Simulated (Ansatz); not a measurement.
`FC#C[SiH3]` + H₂O → `OC#C[SiH3]` + H–F at 298.15 K and 1 bar (formal hydrolysis of a C–F bond).

Computed with Ansatz on PBE0-D4/def2-TZVP structures; ΔE is electronic, products minus reactants. CBS: MP2 limit from def2 TZ/QZ plus the TZ coupled-cluster correction, frozen cores. This one scheme is used for every species. One conformer a species, not always the lowest.

```csv
species,CCSD(T)/CBS energy (Eh),H − E (kJ/mol),S (J/(mol·K))
`FC#C[SiH3]`,-466.68020,113.3,291.7
H₂O,-76.37941,66.4,188.7
`OC#C[SiH3]`,-442.68068,145.8,325.5
H–F,-100.39570,33.5,173.6
```

H − E and S are ideal-gas, rigid-rotor, harmonic terms from PBE0-D4/def2-TZVP, for one conformer and one mirror image of each species. 1 Eh = 2625.50 kJ/mol, R = 8.31446 J/(mol·K).

Q: By hand: ΔE, ΔH, ΔS and ΔG.

A: ΔE = (-442.68068) + (-100.39570) − (-466.68020) − (-76.37941) = -0.01677 Eh = -44.0 kJ/mol. Δ(H − E) = 145.8 + 33.5 − 113.3 − 66.4 = -0.4, so ΔH = -44.4 kJ/mol. ΔS = 325.5 + 173.6 − 291.7 − 188.7 = 18.7 J/(mol·K). ΔG = -44.4 − 298.15 × (18.7)/1000 = -50.0 kJ/mol.

Q: By hand: the equilibrium constant, and the temperature at which ΔG would vanish if ΔH and ΔS stayed fixed.

A: log₁₀ K = −ΔG/(RT ln 10) = 8.8. ΔH and −TΔS have one sign here, so there is no such temperature.

ΔH outweighs TΔS. A doubt of 5 kJ/mol in ΔE shifts log₁₀ K by 0.9 here. Other conformers and mirror images would add mixing entropy, several J/(mol·K) or more a flexible species. Modes under 60 cm⁻¹, often nearly free rotors, make the harmonic entropy too high. These are equilibria of isolated gas molecules and say nothing of rates. Largest T1 diagnostic: 0.013 (customary marks: 0.02 for closed shells, 0.045 for open ones).
